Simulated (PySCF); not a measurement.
# Mayer bond orders and bond lengths

BH9NSi2 (charge -1).
Numbering: `[BH3-:1][N:2]([SiH3:3])[SiH3:4]` (hydrogens: H5, H6, H7 on B1; H8, H9, H10 on Si3; H11, H12, H13 on Si4)

Geometry (PBE0-D3(BJ)/def2-SVP, Å), atoms numbered from 1 in this order:
```
atom  x, y, z in Å
B1    -0.0641    1.4618    0.9727
N2     0.0164    0.0439    0.2519
Si3    1.5649   -0.3891   -0.2982
Si4   -1.4853   -0.7272    0.0521
H5     0.8190    2.2101    0.5063
H6     0.1002    1.3435    2.2022
H7    -1.1842    1.9675    0.7532
H8     2.1279    0.4885   -1.3885
H9     1.5743   -1.7884   -0.8731
H10    2.6183   -0.3884    0.7801
H11   -2.2473   -0.9219    1.3378
H12   -1.3205   -2.1126   -0.5337
H13   -2.4514   -0.0244   -0.8692
```

Bond orders from the PBE0/pcSseg-1 density (PySCF). Isolated species at its PBE0-D3(BJ)/def2-SVP geometry, gas phase. The pcSseg-1 basis has no diffuse functions, a weakness for an anion.

(1) Where do the orders between heavy atoms depart from those drawn in the SMILES?

(2) Give the Mayer order of every bond, beside its length.

(3) Sum the orders of all bonds at each heavy atom with more than one neighbour and set the sums beside the valence in the SMILES.

## Answers

(1) The largest departure is 0.312, at B1–N2 (drawn single, 0.688). Drawn single, order below 0.88: B1–N2 (0.688). The SMILES, with its formal charges, is one Lewis structure only.

(2) 
| bond | drawn as | length (Å) | Mayer order |
| --- | --- | --- | --- |
| B1–N2 | single | 1.593 | 0.688 |
| N2–Si3 | single | 1.699 | 1.086 |
| N2–Si4 | single | 1.700 | 1.085 |
| B1–H5 | single | 1.248 | 0.936 |
| B1–H6 | single | 1.246 | 0.964 |
| B1–H7 | single | 1.248 | 0.935 |
| Si3–H8 | single | 1.509 | 0.885 |
| Si3–H9 | single | 1.513 | 0.901 |
| Si3–H10 | single | 1.507 | 0.898 |
| Si4–H11 | single | 1.507 | 0.898 |
| Si4–H12 | single | 1.513 | 0.900 |
| Si4–H13 | single | 1.509 | 0.885 |

(3) B1 3.523 (drawn 4), N2 2.859 (drawn 3), Si3 3.770 (drawn 4), Si4 3.768 (drawn 4). Orders between atoms that aren't bonded are not in these sums.

Mayer orders depend on the basis set.

These values come from a run that also computed NMR shieldings. Time: 9.8 s wall. Hardware: an Arm Neoverse V1 with one thread, no GPU, shared host.
